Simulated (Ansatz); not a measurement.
```csv
atom,x (Å),y (Å),z (Å)
C,0.0000,0.0000,-0.6073
C,0.0000,0.0000,0.6013
H,0.0000,0.0000,-1.6763
H,0.0000,0.0000,1.6823
```

Basis set: 6-31G* (spherical functions). Correlated methods keep 2 orbitals frozen. Charge 0, multiplicity 1.

Computed with Ansatz (development build ahead of 0.2.0); each method stands on the lowest determinant of its kind that the runs found. Restricted open shells among the atoms or ions are ROHF, correlated in semicanonical orbitals with singles.

The atomization energy at this shape (free ground-state atoms in the same class of orbitals less the molecule, no zero-point energy) of singlet C₂H₂:

```csv
method,atomization energy
RHF,1221.8 kJ/mol
```

Question: What does RHF-MP2 give?

Answer: 1586.9 kJ/mol.
